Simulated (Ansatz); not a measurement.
Computed with Ansatz on PBE0-D4/def2-TZVP structures; ΔE is electronic, products minus reactants. CBS: MP2 limit from def2 TZ/QZ plus the TZ coupled-cluster correction, frozen cores. This one scheme is used for every species. Functionals use def2-TZVPP. def2 core potentials past Kr. For Sn outer-core shells are correlated without core-valence functions, which leaves a few kJ/mol of doubt a bond. Each species was taken in one conformer, which may not be the lowest.

`[OH][Sn]([OH])([OH])[F]` + HCl → `[OH][Sn]([OH])([OH])[Cl]` + H–F  (ligand exchange at the Sn–F bond)

CCSD(T)/CBS gives -36.6 kJ/mol.

(1) Another level gave -24.3 kJ/mol. Which?
A. CAM-B3LYP/def2-TZVPP
B. LDA (SPW92)/def2-TZVPP
C. BHLYP/def2-TZVPP
D. PBE0-D4/def2-TZVPP

Largest T1 diagnostic among the species: 0.015.

## Answers

(1) A. CAM-B3LYP -24.3, PBE0-D4 -39.1, BHLYP -31.1, LDA (SPW92) -35.1 kJ/mol.

From BLYP to BHLYP (50 % exact exchange), in def2-TZVPP and without D4, ΔE moves by −9.4 kJ/mol. Leaving LDA and LC-ωPBE aside and taking each functional with its dispersion term where it has one, the values, not all of them listed here, spread over 12.1 kJ/mol, from HSE06-D4 to B97M-V. LDA lies −5.0 kJ/mol from PBE without D4. At CCSD(T), def2-SVP lies +9.7 kJ/mol from the extrapolated value and def2-TZVPP +2.7 kJ/mol.
